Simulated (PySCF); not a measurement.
A GIAO shielding run with PySCF 2.14 (density fitting, non-relativistic, gas phase) on `C[C@@H](F)C[SiH2]CF`, C$_{4}$H$_{10}$F$_{2}$Si:

```
$ OMP_NUM_THREADS=1 python probes_run.py task.json out

{"job": {"kind": "nmr", "xc": "PBE0", "basis": "pcSseg-1"}, "charge": 0, "multiplicity": 1}
C     -2.615650     0.644431    -0.254408
C     -1.499539     0.079326     0.610299
F     -1.772003    -1.260881     0.858973
C     -0.125580     0.183550    -0.033418
Si     1.219907    -0.684803     0.999450
C      2.901305    -0.293969     0.158805
F      3.064651     1.074569     0.047262
H     -3.578231     0.486431     0.226009
H     -2.624401     0.150082    -1.223128
H     -2.462499     1.709584    -0.400279
H     -1.499164     0.556738     1.598611
H      0.112410     1.239903    -0.163527
H     -0.176377    -0.258590    -1.030906
H      1.066753    -2.139207     1.004693
H      1.247415    -0.123080     2.353857
H      3.750008    -0.656773     0.741266
H      2.983996    -0.695281    -0.854006
```

Hardware: 1 thread of an Arm Neoverse N1, shared host. The job also computes population analyses, field gradients.

Problem. How large is the calculation?

Solution. 66 electrons, 176 basis functions and 935 auxiliary functions.

Problem. How long does it take, and how much memory does it need?

Solution. 40 s of wall time, with 12 SCF cycles and 4 response iterations; peak memory 0.8 GiB. Times on a shared host scatter by some tens of per cent.
